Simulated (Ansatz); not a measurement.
`Br[SiH2]Br` → HBr + `[SiH]Br` at 298.15 K and 1 bar (silylene formation by 1,1-elimination).

Program: Ansatz. Geometries: PBE0-D4/def2-TZVP. ΔE: electronic, gas phase. CBS: MP2 limit from def2 TZ/QZ plus the TZ coupled-cluster correction, frozen cores. For Br outer-core shells are correlated without core-valence functions, which leaves a few kJ/mol of doubt a bond. Scalar relativity is left out up to krypton.

```csv
species,CCSD(T)/CBS energy (Eh),H − E (kJ/mol),S (J/(mol·K))
`Br[SiH2]Br`,-5437.00625,65.4,310.6
HBr,-2573.91920,24.6,198.6
`[SiH]Br`,-2862.97869,30.2,263.1
```

H − E and S are ideal-gas, rigid-rotor, harmonic terms from PBE0-D4/def2-TZVP. 1 Eh = 2625.50 kJ/mol, R = 8.31446 J/(mol·K).

**Question.** By hand: ΔE, ΔH, ΔS and ΔG.

**Answer.** ΔE = (-2573.91920) + (-2862.97869) − (-5437.00625) = 0.10836 Eh = 284.5 kJ/mol. Δ(H − E) = 24.6 + 30.2 − 65.4 = -10.6, so ΔH = 273.9 kJ/mol. ΔS = 198.6 + 263.1 − 310.6 = 151.1 J/(mol·K). ΔG = 273.9 − 298.15 × (151.1)/1000 = 228.8 kJ/mol.

**Question.** By hand: the equilibrium constant, and the temperature at which ΔG would vanish if ΔH and ΔS stayed fixed.

**Answer.** log₁₀ K = −ΔG/(RT ln 10) = -40.1. ΔG = 0 at ΔH/ΔS = 1813 K.

The number of gas molecules changes by +1, which sets the sign of ΔS. A doubt of 5 kJ/mol in ΔE shifts log₁₀ K by 0.9 here. These are equilibria of isolated gas molecules and say nothing of rates. Largest T1 diagnostic: 0.011 (customary marks: 0.02 for closed shells, 0.045 for open ones).
